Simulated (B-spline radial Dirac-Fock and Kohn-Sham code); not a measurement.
## X-ray form factors of platinum in several charge states

The computed values come from an atomic code on a B-spline grid: configuration-average Dirac-Fock orbitals.

Configurations: Pt⁶⁷⁺ [Ne] 3s1; Pt⁷⁰⁺ [He] 2s2 2p4; Pt⁷¹⁺ [He] 2s2 2p3; Pt⁷²⁺ [He] 2s2 2p2; Pt⁷⁴⁺ [He] 2s2; Pt⁷⁶⁺ 1s2. The first column is f₀ of Pt⁶⁷⁺, the others are differences from it.

| s (Å⁻¹) | Pt⁶⁷⁺ | Δ Pt⁷⁰⁺ | Δ Pt⁷¹⁺ | Δ Pt⁷²⁺ | Δ Pt⁷⁴⁺ | Δ Pt⁷⁶⁺ |
| --- | --- | --- | --- | --- | --- | --- |
| 0 | 11.000 | -3.000 | -4.000 | -5.000 | -7.000 | -9.000 |
| 0.05 | 10.999 | -2.999 | -3.999 | -4.999 | -6.999 | -8.999 |
| 0.1 | 10.994 | -2.997 | -3.996 | -4.996 | -6.995 | -8.994 |
| 0.15 | 10.987 | -2.993 | -3.992 | -4.991 | -6.989 | -8.988 |
| 0.2 | 10.978 | -2.987 | -3.986 | -4.984 | -6.981 | -8.978 |
| 0.25 | 10.965 | -2.980 | -3.978 | -4.975 | -6.971 | -8.966 |
| 0.3 | 10.950 | -2.971 | -3.968 | -4.965 | -6.958 | -8.951 |
| 0.35 | 10.932 | -2.961 | -3.956 | -4.952 | -6.943 | -8.933 |
| 0.4 | 10.912 | -2.949 | -3.943 | -4.937 | -6.926 | -8.913 |
| 0.45 | 10.889 | -2.936 | -3.928 | -4.921 | -6.907 | -8.890 |
| 0.5 | 10.863 | -2.921 | -3.912 | -4.903 | -6.885 | -8.864 |
| 0.6 | 10.804 | -2.887 | -3.874 | -4.861 | -6.836 | -8.806 |
| 0.7 | 10.735 | -2.848 | -3.830 | -4.812 | -6.778 | -8.738 |
| 0.8 | 10.657 | -2.804 | -3.781 | -4.758 | -6.713 | -8.661 |
| 0.9 | 10.570 | -2.756 | -3.726 | -4.697 | -6.641 | -8.575 |
| 1 | 10.475 | -2.704 | -3.667 | -4.631 | -6.562 | -8.481 |
| 1.1 | 10.372 | -2.647 | -3.603 | -4.560 | -6.477 | -8.379 |
| 1.2 | 10.262 | -2.588 | -3.536 | -4.485 | -6.386 | -8.270 |
| 1.4 | 10.023 | -2.463 | -3.392 | -4.324 | -6.191 | -8.035 |
| 1.6 | 9.764 | -2.331 | -3.240 | -4.151 | -5.980 | -7.779 |
